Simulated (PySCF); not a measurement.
Yb⁺: ionisation energy

Yb⁺ [Xe] 4f14 6s1 (2S) → Yb²⁺ [Xe] 4f14 (1S), as a difference of total energies. Computed with PySCF 2.14 in x2c-TZVPPall, with scalar relativity by spin-free X2C-1e. Correlated levels: valence: [Kr] 4d10 frozen; valence and next inner shell: [Ar] 3d10 frozen. The calculations carry no spin-orbit coupling.

| method | ionisation energy (eV) | error (eV) |
| --- | --- | --- |
| UHF | 11.257 | -0.922 |
| LDA | 12.518 | +0.339 |
| PBE | 12.316 | +0.137 |
| PBE0 | 12.103 | -0.076 |
| r2SCAN | 12.012 | -0.167 |
| MP2 (valence) | 12.175 | -0.004 |
| SCS-MP2 (valence) | 12.004 | -0.175 |
| MP2 (valence and next inner shell) | 12.205 | +0.026 |
| SCS-MP2 (valence and next inner shell) | 12.028 | -0.151 |

Reference: 12.179 eV (measured; NIST Atomic Spectra Database, ionization energies).

Errors of the correlated levels include the incompleteness of this basis and the frozen core.
